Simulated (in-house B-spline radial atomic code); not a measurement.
Values are calculated unless marked as measured or tabulated.
## Building a PAW p channel for Si, r_c = 2.79 bohr

Si, [Ne] 3s2 3p2, non-relativistic PBE, spherical and spin-unpolarised, from an all-electron radial atomic-structure program (B-spline basis) (atomic units; all potentials screened as in the neutral atom).

Two all-electron partial waves φ1, φ2 are integrated outwards at E1 = ε(3p) = -0.150317 and E2 = E1 + 0.5 hartree; φ1 is the bound orbital and φ2 has unit norm inside r_c = 2.7863 bohr. Smooth partners are polynomials, r^2(a0 + a1 r² + a2 r⁴ + a3 r⁶), matched to φ and three derivatives at r_c, with no condition on the norm. The local potential is -2.1954 + (0.584225) r² + (-0.0685828) r⁴ + (0.0030485) r⁶ inside 2.3463 bohr and the all-electron one outside.

| wave | φ(r_c) | φ'(r_c) | a0 | a1 | a2 | a3 |
| --- | --- | --- | --- | --- | --- | --- |
| 1 | 0.5715336 | -0.1406771 | 0.3355043 | -0.06397597 | 0.005086253 | -0.0001533745 |
| 2 | 0.0114135 | 1.184185 | -0.6868491 | 0.1773733 | -0.01493475 | 0.0004518466 |

Inside r_c the overlaps are <φi φj> = [[0.57120, -0.67841], [-0.67841, 1.00000]] and, for the smooth waves, [[0.53547, -0.59104], [-0.59104, 0.80667]]. With χj = (Ej − T − V_local) applied to smooth wave j, the program's quadrature gives the matrix B_ij = <smooth i, χj> as [[0.03109, -0.02834], [-0.07202, 0.10812]].

Check the match of the first wave, and find the augmentation charges q_ij.

At r_c the four terms are 2.60468, -3.85592, 2.37994, -0.55716, which sum to 0.5715, φ1(r_c) to rounding. q_ij is the all-electron overlap less the smooth one: [[0.03573, -0.08737], [-0.08737, 0.19333]]. The smooth first wave has a norm of 0.5355 inside r_c against 0.5712, and q11 > 0 puts back the missing charge.

B isn't symmetric. Show that D_ij = B_ij + Ej q_ij is.

Integrating by parts gives B12 − B21 = (E1 − E2) q12: -0.02834 − (-0.07202) = 0.04368, and −0.5 × (-0.08737) = 0.04368. So D12 = -0.02834 + (0.349683)(-0.08737) = -0.05889 and D21 = -0.07202 + (-0.150317)(-0.08737) = -0.05889; D11 = 0.02572, D22 = 0.17572. The projectors, p = (B⁻¹)ᵀ χ, are dual to the smooth waves; det B = 0.0013.

Solving (T + V_local + Σ p D p) ψ = E (1 + Σ p q p) ψ in a sphere of 9 bohr, whose wall lifts the free-atom level a little, gives these levels:

```
all-electron  one projector  two projectors
   -0.149795      -0.149795       -0.149795
    0.107539       0.105937        0.107539
    0.433755       0.417825        0.433754
    0.905896       0.832507        0.905749
    1.517090       1.340150        1.515240
```

What does the second projector gain?

With one projector the errors are 0.00, -1.60, -15.93, -73.39, -176.94 millihartree. With two the errors are 0.00, 0.00, 0.00, -0.15, -1.85 millihartree. The scattering is exact at E1 and at E2 = 0.350, and over all levels compared the largest error is 1.9 millihartree. The lowest eigenvalue of the overlap operator is 1 with one and 0.9406 with two projectors. The smooth orbital alone needs a cutoff of 2.69 hartree for 1 millihartree of kinetic energy, against 3.18 for a norm-conserving Troullier-Martins orbital of the same radius; part of the gain comes from giving up the norm, part from the simpler form.
